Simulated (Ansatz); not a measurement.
Reactions of `O=CC1(O)CC1`.

Program: Ansatz. Geometries: PBE0-D4/def2-TZVP. ΔE: electronic, gas phase. CCSD(T)/CBS adds triple-zeta CCSD(T) − MP2 to the extrapolated MP2 energy (def2 sets, frozen cores). This one scheme is used for every species, atoms too. DFT in def2-TZVPP. No spin–orbit coupling; open shells (•) take unrestricted orbitals. Spin–orbit coupling would lower the free atoms: a little for C, O. Each species was taken in one conformer, which may not be the lowest.

```tsv
reaction	CCSD(T)/CBS(def2) (kJ/mol)
`O=CC1(O)CC1` + H–F → `OC1(F)CC1` + `C=O`	79
`O=CC1(O)CC1` + H₂ → `OC1CC1` + `C=O`	?
`O=CC1(O)CC1` → `C#COC(C)O`	118
`O=CC1(O)CC1` + `CN[SiH3]` → `CN[SiH2]C=O` + `OC1CC1`	34
`O=CC1(O)CC1` + `CB(C)O` → `CB(C)OC=O` + `OC1CC1`	?
`O=CC1(O)CC1` → `CC(=O)/C=C\O`	-97
`O=CC1(O)CC1` → 4 C• + 6 H• + 2 O•	5089
```

(1) Fill in the missing values. (Best estimate.)

Largest T1 diagnostic: 0.017, for `CC(=O)/C=C\O`.

Results:

(1) Computed: `O=CC1(O)CC1` + H₂ → `OC1CC1` + `C=O`: +4.7 kJ/mol; `O=CC1(O)CC1` + `CB(C)O` → `CB(C)OC=O` + `OC1CC1`: +20.2 kJ/mol.
